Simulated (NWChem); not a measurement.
System: C3H3BF2; SMILES FB(C#C)CF

Input file for NWChem:

```
start job
memory heap 200 mb stack 900 mb global 1100 mb
geometry units angstroms noautosym nocenter noautoz
  C      1.357122     2.066768     0.000000
  C      0.484432     1.218630     0.000000
  B     -0.579171     0.123977     0.000000
  F     -1.865399     0.457851     0.000000
  C     -0.252394    -1.415656     0.000000
  F      1.087631    -1.702986     0.000000
  H      2.127737     2.817803     0.000000
  H     -0.732922    -1.884457     0.882041
  H     -0.732922    -1.884457    -0.882041
end
basis spherical
  C library def2-svp
  B library def2-svp
  F library def2-svp
  H library def2-svp
end
dft
  xc b3lyp
  iterations 150
  mulliken
end
task dft energy
esp
  recalculate
  probe 0.07
  range 0.3
  factor 1.0
  spacing 0.02
end
task esp
```

Output (shortened):

```
             Northwest Computational Chemistry Package (NWChem) 7.3.0
             --------------------------------------------------------

                             Geometry "geometry" -> ""
                             -------------------------

 Output coordinates in angstroms (scale by  1.889725989 to convert to a.u.)

  No.       Tag          Charge          X              Y              Z
 ---- ---------------- ---------- -------------- -------------- --------------
    1 C                    6.0000     1.35712200     2.06676800     0.00000000
    2 C                    6.0000     0.48443200     1.21863000     0.00000000
    3 B                    5.0000    -0.57917100     0.12397700     0.00000000
    4 F                    9.0000    -1.86539900     0.45785100     0.00000000
    5 C                    6.0000    -0.25239400    -1.41565600     0.00000000
    6 F                    9.0000     1.08763100    -1.70298600     0.00000000
    7 H                    1.0000     2.12773700     2.81780300     0.00000000
    8 H                    1.0000    -0.73292200    -1.88445700     0.88204100
    9 H                    1.0000    -0.73292200    -1.88445700    -0.88204100

 Effective nuclear repulsion energy (a.u.)     189.9278288232

                                 NWChem DFT Module
                                 -----------------

 Summary of "ao basis" -> "ao basis" (spherical)
 ------------------------------------------------------------------------------
       Tag                 Description            Shells   Functions and Types
 ---------------- ------------------------------  ------  ---------------------
 C                          def2-svp                 6       14   3s2p1d
 B                          def2-svp                 6       14   3s2p1d
 F                          def2-svp                 6       14   3s2p1d
 H                          def2-svp                 3        5   2s1p

            General Information
            -------------------
          SCF calculation type: DFT
          Wavefunction type:  closed shell.
          No. of atoms     :     9
          No. of electrons :    44
           Alpha electrons :    22
            Beta electrons :    22
          Charge           :     0
          Spin multiplicity:     1
          Use of symmetry is: off; symmetry adaption is: off
          Maximum number of iterations: 150
          AO basis - number of functions:    99
                     number of shells:    45
          Convergence on energy requested:  1.00D-06
          Convergence on density requested:  1.00D-05
          Convergence on gradient requested:  5.00D-04

              XC Information
              --------------
                         B3LYP Method XC Potential
                     Hartree-Fock (Exact) Exchange  0.200
                        Slater Exchange Functional  0.800 local
                    Becke 1988 Exchange Functional  0.720 non-local
              Lee-Yang-Parr Correlation Functional  0.810
                  VWN I RPA Correlation Functional  0.190 local

             Grid Information
             ----------------
          Grid used for XC integration:  medium
          Radial quadrature: Mura-Knowles
          Angular quadrature: Lebedev.
          Tag              B.-S. Rad. Rad. Pts. Rad. Cut. Ang. Pts.
          ---              ---------- --------- --------- ---------
          C                   0.70       49          12.0       434
          B                   0.85       49          10.0       434
          F                   0.50       49          12.0       434
          H                   0.35       45          13.0       434
          Grid pruning is: on
          Number of quadrature shells:   429
          Spatial weights used:  Erf1

      Superposition of Atomic Density Guess
      -------------------------------------

 Sum of atomic energies:        -337.46128602

      Non-variational initial energy
      ------------------------------

[...]

                     NWChem Electrostatic Potential Fit Module
                     -----------------------------------------

 Atom parameters

 Number of atoms is                                    9
 Number of basis functions is                         99

 Grid parameters

 Maximum number of grid points is                  39484
 Number of grid points is                          39483
 Grid range                                     0.300000 nm
 Grid spacing                                   0.020000 nm
 Probe radius                                   0.070000 nm
 Atom radius factor                             1.000000

 Atomic radii

    1    0.100000
    5    0.158000
    6    0.147000
    9    0.128000
 FASTESP  F
  using M.O. file = ./job.movecs

    Atom              Coordinates                           Charge

                                                  ESP

    1 C     0.135712    0.206677    0.000000   -0.233451
    2 C     0.048443    0.121863    0.000000   -0.182206
    3 B    -0.057917    0.012398    0.000000    0.536680
    4 F    -0.186540    0.045785    0.000000   -0.294437
    5 C    -0.025239   -0.141566    0.000000    0.144418
    6 F     0.108763   -0.170299    0.000000   -0.282246
    7 H     0.212774    0.281780    0.000000    0.255912
    8 H    -0.073292   -0.188446    0.088204    0.027118
    9 H    -0.073292   -0.188446   -0.088204    0.028212
                                            ------------
                                                0.000000

 Dipole moment                                  0.227551

 Quadrupole moment Qxx                         -4.367063
                   Qyy                          3.434283
                   Qzz                          0.932780

 RMS deviation kJ/mol                           0.051393

 RRMS %                                        24.703339
```

Level: B3LYP/def2-SVP. Geometry: optimised at PBE0/def2-SVP.
